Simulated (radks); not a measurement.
Values are calculated unless marked as measured or tabulated.
Question: The mean radii <r> (bohr) of the occupied orbitals of an atom or ion are listed with their occupations. Level of theory: scalar-relativistic Kohn-Sham, PBE, spin-polarised, spherical densities, finite nucleus; Fermi nuclear charge, rms radius of each element as measured or else 0.836 A^(1/3) + 0.57 fm (a radial shooting solver on a logarithmic mesh with Libxc functionals).

| orbital | occ. | <r> |
|---|---|---|
| 1s | 2 | 0.2680 |

Name the element and its charge. Open shells, if any, are filled with parallel spins first.

Answer: Z = 6, carbon, charge +4: C4+ in [He]. The 1s radius gives Z: for a bare nucleus <r> = (2 gamma + 1)/(2Z) with gamma = sqrt(1 - (Z/c)^2), 0.2498 bohr for Z = 6, and screening makes it slightly larger (0.2680 here). The occupations add up to 2, and the charge is Z minus that.
